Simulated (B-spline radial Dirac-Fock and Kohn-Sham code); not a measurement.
**Two-hole binding energies of Hf⁴⁺**

System: Hf⁴⁺, [Xe] 4f14, inside a Watson sphere of charge -4 and radius 2.7 Å (a model of the Madelung potential; inside it an electron's potential energy is raised by 21.3 eV).

Input file task.json (cfg lists n, l and occupation; rrms is the nuclear radius in fm):

```json
{"items": [{
  "Z": 72,
  "q": 4,
  "cfg": [[1, 0, 2], [2, 0, 2], [2, 1, 6], [3, 0, 2], [3, 1, 6], [3, 2, 10], [4, 0, 2], [4, 1, 6], [4, 2, 10], [4, 3, 14], [5, 0, 2], [5, 1, 6]],
  "A": 180,
  "rrms": 5.347,
  "watson": [-4, 2.7],
  "do": ["binding", "quiet", "double"]
}]}
```

Command: `python xray_run.py task.json out`

Model: relaxed Dirac-Fock hole states (ΔSCF) with Breit and QED corrections and a finite nucleus. Program: a radial B-spline solver. U is the two-hole binding energy less the two single-hole energies, the effective repulsion of the holes after relaxation. Each two-hole energy is an average over J within one jj subconfiguration.

```
          holes  E(a) (eV)  E(b) (eV)  E(ab) (eV)  U (eV)
   1s⁻¹ 2p3/2⁻¹    65370.1     9590.3     75285.7   325.4
   1s⁻¹ 3p1/2⁻¹    65370.1     2398.1     67884.1   116.0
   1s⁻¹ 3p3/2⁻¹    65370.1     2142.2     67612.7   100.4
   1s⁻¹ 3d5/2⁻¹    65370.1     1691.5     67154.1    92.5
        2p1/2⁻²    10768.7    10768.7     21810.8   273.4
   2s⁻¹ 2p3/2⁻¹    11308.1     9590.3     21086.9   188.6
        2p3/2⁻²     9590.3     9590.3     19405.7   225.1
   2s⁻¹ 3p3/2⁻¹    11308.1     2142.2     13532.2    82.0
   2p3/2⁻¹ 3s⁻¹     9590.3     2635.1           ?       ?
        3p3/2⁻²     2142.2     2142.2      4342.3    57.9
3d3/2⁻¹ 3d5/2⁻¹     1746.1     1691.5      3507.3    69.7
4d3/2⁻¹ 4d5/2⁻¹      255.3      244.7       528.3    28.3
5p1/2⁻¹ 5p3/2⁻¹      66.77      58.50       141.6    16.4
4f5/2⁻¹ 4f7/2⁻¹      45.13      43.47       114.4    25.8
```

**Question.** Give the missing two-hole energy and U.

**Answer.** E(ab) = 12308.5 eV and U = 83.1 eV.

Values without a named source are computed, but for edge energies of neutral atoms, which are taken from tables.
